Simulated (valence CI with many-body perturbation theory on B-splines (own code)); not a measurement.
## Questions on Mo21+

Level of theory: relativistic CI+MBPT: three valence electrons over a frozen Dirac-Fock core [Ar], radial functions for each j: 9 s, 9 p, 10 d, 8 f, 5 g, 3 h, 1 i, with the one-electron correlation potential Σ1, the two-electron term Σ2, the three-electron term Σ3, Breit, model QED; selected CI, second order for the rest (own B-spline code, finite nucleus).

No measured levels were compared; by estimate terms of the open shell hold to 2 to 4 % of their energy, and close levels can change places. Core correlation moves these levels by up to 6300 cm⁻¹, and in measured spectra 5 to 20 % of such shifts remained as error; rates that hang on mixing are uncertain with them. Only levels of the ground parity were solved; by the run's estimate the other parity begins above the list, which can be wrong where configurations are misplaced.

Names give the largest LS component (configuration and term), which can be under half, so a name can repeat, a term be missing and a line seem to break the LS rules; names also repeat where a configuration has a term twice.

Rates and lifetimes use the calculated energies. Strong lines usually hold to 10 to 20 %, long lifetimes can be off by a factor of two.

Question: What is the ground level?

Answer: 3d³ ⁴F_3/2, composition 89 % 3d³ ⁴F + 10 % 3d³ ²D, g = 0.446.

Question: What is the ionisation energy?

Answer: 953.66 eV; NIST lists 953 ± 4 eV (theoretical).

Question: How is the term ⁴F of the ground level split?

Answer: J = 3/2 at 0.000, J = 5/2 at 2.111, J = 7/2 at 4.056, J = 9/2 at 5.634 eV.

Question: How well does LS coupling describe the low levels?

Answer: Among the lowest 19 levels the leading LS term, summed over configurations, holds 81 % on average. For single configurations the figures are 81 % in LS and 72 % in jj coupling. Terms mix most in the J = 3/2 level at 12.418 eV, where the leading one holds 50 %.
